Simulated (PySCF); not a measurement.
SSi, SMILES [Si]=S (connectivity only; charge and spin as stated), charge +1, multiplicity 2. Atoms are numbered in the order given.

```xyz
2

Si     0.0000     0.0000    -1.1088
S      0.0000     0.0000     0.9702
```
Charge +1, spin multiplicity 2.

Geometry optimised at r2SCAN-D4/def2-TZVPD. The spin state was assumed, not searched.

The numbers are results of CAM-B3LYP/def2-TZVPD in PySCF, not measurements.

Mulliken values depend strongly on the basis, most of all with diffuse functions as here. ESP charges are fitted to the potential on shells at 1.4 to 2.0 van der Waals radii. Atomic charges (e):

```tsv
atom	ESP fit	Mulliken	meta-Löwdin	Mulliken spin
Si1	0.73	0.81	0.83	0.06
S2	0.27	0.19	0.17	0.94
```
